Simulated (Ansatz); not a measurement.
C₃H₅BF₂, SMILES `FB(F)C1CC1`, 11 atoms. Total charge 0; spin multiplicity 1. All runs use 4 threads of a server CPU on a shared host. Correlated methods freeze the cores.

**Question.** How many basis functions does each run have, and how long does it take in Ansatz? RKS B3LYP-D4/def2-TZVPP energy and forces; RKS ωB97M-V/def2-TZVPP energy and forces; RKS PBE0-D4/def2-SVP energy; RKS PBE0-D4/def2-TZVPP energy; RHF-MP2/def2-QZVPP energy; RKS PBE0-D4/def2-TZVP frequencies; RHF-CCSD(T)/def2-TZVPP energy; RKS ωB97X-V/def2-TZVPP energy; RKS PBE0-D4/def2-TZVP relaxation (6 steps); RKS ωB97M-V/def2-QZVPP energy; RKS PBE0-D4/def2-QZVPP energy; RHF-CCSD(T)/def2-SVP energy. (Estimate.)

**Answer.** The calculation gave: Other jobs shared the machine, so times are rough.

```csv
level,job,functions,wall time,peak host memory (GiB)
RKS PBE0-D4/def2-SVP,energy,109,1 s,0.23
RKS PBE0-D4/def2-TZVPP,energy,256,2.8 s,0.58
RKS B3LYP-D4/def2-TZVPP,energy and forces,256,4.5 s,0.7
RKS PBE0-D4/def2-QZVPP,energy,492,7.5 s,1.6
RHF-CCSD(T)/def2-SVP,energy,109,8 s,0.59
RKS ωB97X-V/def2-TZVPP,energy,256,8 s,0.73
RKS ωB97M-V/def2-TZVPP,energy and forces,256,12 s,0.9
RKS ωB97M-V/def2-QZVPP,energy,492,18 s,2
RKS PBE0-D4/def2-TZVP,relaxation (6 steps),216,23 s,0.55
RHF-MP2/def2-QZVPP,energy,492,23 s,3.4
RKS PBE0-D4/def2-TZVP,frequencies,216,2.6 min,0.55
RHF-CCSD(T)/def2-TZVPP,energy,256,3.9 min,6.4
```

B3LYP here is the variant with VWN-RPA as its local correlation; programs differ in this.
